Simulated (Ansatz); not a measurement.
`[SiH3][N]([SiH3])[GeH3]` + `N[SiH](O)F` → `O[SiH](F)[NH][GeH3]` + `[SiH3]N[SiH3]`  (ligand exchange at a Ge–N bond)

Computed with Ansatz on PBE0-D4/def2-TZVP structures; ΔE is electronic, products minus reactants. CCSD(T)/CBS is the MP2 limit (def2-TZVPP, def2-QZVPP) plus CCSD(T) − MP2 in def2-TZVPP, frozen cores. This one scheme is used for every species. DFT in def2-TZVPP. For Ge outer-core shells are correlated without core-valence functions, which leaves a few kJ/mol of doubt a bond. Scalar relativity is left out up to krypton. Each species was taken in one conformer, which may not be the lowest.

```tsv
level	ΔE (kJ/mol)
BLYP-D4	4.2
r2SCANh-D4	4.8
ωB97M-V	4.1
PBE	1.9
r2SCANh	3.9
LC-ωPBE	1.4
HF/def2-QZVPP	-3.5
CCSD/CBS(def2)	5.3
```

Q: What does CCSD(T)/CBS give? (An estimate is asked.)

A: The calculation gave: +6.9 kJ/mol. The listed levels differ from it by -2.7, -2.1, -2.8, -5.0, -3.0, -5.5, -10.4, -1.6 kJ/mol.

Largest T1 diagnostic among the species: 0.012.

Leaving LDA and LC-ωPBE aside and taking each functional with its dispersion term where it has one, the values, not all of them listed here, spread over 4.6 kJ/mol, from CAM-B3LYP-D4 to revPBE-D4. LDA lies +3.9 kJ/mol from PBE without D4. The D4 term adds +5.6 kJ/mol with B3LYP and +3.0 kJ/mol with PBE0; it sums over pairs of atoms, weighted by their polarisabilities, and B3LYP, whose exchange is more repulsive, gets the larger term. At CCSD(T), def2-SVP lies −6.1 kJ/mol from the extrapolated value and def2-TZVPP −0.8 kJ/mol.

B3LYP here is the variant with VWN-RPA as its local correlation; programs differ in this.
